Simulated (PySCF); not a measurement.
# Solvent effects on NMR parameters

Structure with atom numbers: `[CH3:1][CH2:2][S:3][CH2:4][C:5]([F:6])([F:7])[F:8]`. Each H is labelled by its parent atom.

GIAO PBE0/pcSseg-1 in PySCF 2.14 on one PBE0-D3(BJ)/def2-SVP conformer, non-relativistic, equivalent nuclei averaged. Solvents enter as an IEF-PCM continuum (dichloromethane with ε = 8.9, methanol with ε = 32.6) around the gas-phase geometry. Shifts are referred to TMS, CS2, CFCl3 computed in the same medium.

In dichloromethane, δ in ppm: C5 132.7, C4 32.9, C2 29.3, C1 14.6, S3 -38.8, F6/F7/F8 -78.8, H(C4) 3.04, H(C2) 2.58, H(C1) 1.31. Dipole moment 2.37 D.

**Question.** How does each δ change in the more polar medium?

**Answer.** 
```csv
atoms,environment,"Δδ, methanol"
C5,CF3 carbon,+0.2
C4,sp3 CH2 bonded to S,0.0
C2,sp3 CH2 bonded to S,+0.1
C1,methyl carbon,+0.1
S3,sulfide sulfur,-1.8
F6/F7/F8,fluorine of a CF3 group,+0.1
H(C4),hydrogen on an sp3 CH2 bonded to S,+0.05
H(C2),hydrogen on an sp3 CH2 bonded to S,+0.01
H(C1),hydrogen on a methyl carbon,+0.01
```

Changes are relative to dichloromethane. The dipole moment becomes 2.43 D in methanol.

**Question.** Which nuclei move most (in ppm), and what does the model miss?

**Answer.** S3 (sulfide sulfur, -1.8 ppm) in methanol. A continuum only polarises the solute; specific hydrogen bonds, the anisotropy of aromatic solvents and changes of geometry or conformer are outside it.
